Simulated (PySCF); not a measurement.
**How the method changes the constants of PbN⁻**

State: ¹Σ⁺ (singlet), closed shell. Set-up: basis Pb aug-cc-pVDZ-PP with ECP60, N aug-cc-pVDZ; scalar-relativistic core potentials; PySCF 2.14. De refers to Pb⁻ + N in their high-spin ground configurations, without counterpoise correction. A positive dipole points towards N; it is taken about the centre of mass and depends on that origin. Levels whose curve was spin-contaminated or gave no clean fit are not listed.

```
      Level  Re (Å)  ωe (cm⁻¹)  De (eV)  μ (D)  CPU s a point (SCF and correlation, without the integrals)
        RHF   1.929        843    -2.19  -6.64                                                        0.11
   RHF-CCSD   1.998        704     2.20    n/a                                                         n/a
RHF-CCSD(T)   2.033        637     2.86    n/a                                                         3.7
        PBE   2.007        682     3.67  -5.22                                                        0.92
     PBEsol   1.992        701     3.86  -5.12                                                        0.72
```

(1) What does the triples do here, going from RHF-CCSD to RHF-CCSD(T)?

Correlated steps freeze 5 core orbitals. Correlated levels converge slowly with the basis: in double zeta they bind strong bonds too weakly, by up to about 1 eV, and carry superposition errors of some tenths. These are scalar-relativistic numbers at best; spin–orbit coupling would shift them, the dissociation energy most. For an ion De counts to the pair picked by the measured ionisation energies or electron affinities, which need not be the lowest pair at this level. Where the molecule has an RHF reference, its open-shell atoms are computed with UHF. The highest Kohn–Sham level is positive in this anion. Much of that is self-interaction error, but it also means that the finite basis helps to hold the extra electron. The CCSD T1 diagnostic is raised, a sign that a single reference may not be enough here. The restricted Hartree–Fock solution is unstable towards spin polarisation at this distance. A negative De means that the minimum lies above the separated atoms at that level.

The whole job (state search and all levels along the bond) took about 3.5 min on 1 thread of Arm Neoverse V1 (shared host), peak memory 0.73 GiB.

## Answers

(1) RHF-CCSD(T) less RHF-CCSD: +3.5 pm in Re, -9.5 % in ωe, +0.66 eV in De. Correlation nearly always deepens the well. The bond lengthens, as in strong covalent bonds, where excitations into antibonding orbitals dominate.
